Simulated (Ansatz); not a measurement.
The cluster KBr₂⁺. The state is a triplet with charge 1. Geometry PBE-D4/def2-TZVP, that of the neutral doublet; atoms count from 1.

```xyz
3

K     1.4834   -0.7135   -0.6347
Br   -1.4758   -0.8945    0.0081
Br   -0.0076    1.6080    0.6265
```

At PBE0-D4/def2-TZVP a singlet of charge 1 lies 1.92 eV below the triplet, each at its own geometry. The structure comes from a short search, and lower isomers may exist.

Question: Estimate the Mulliken populations from the PBE0/def2-TZVP orbitals of Ansatz.

Answer: 
```
atom  charge (e)  spin (α − β)
  K1        0.88         -0.02
 Br2        0.06          1.01
 Br3        0.06          1.01
```
Mulliken values depend strongly on the basis.

Question: Where does the spin sit?

Answer: Summed by element: K -0.02, Br 2.02, of 2 unpaired in all. Largest on single atoms: Br2 1.01, Br3 1.01, K1 -0.02.

Question: And the Mayer bond orders between heavy atoms (over 0.3)?

Answer: Br2–Br3 1.00 (2.97 Å).
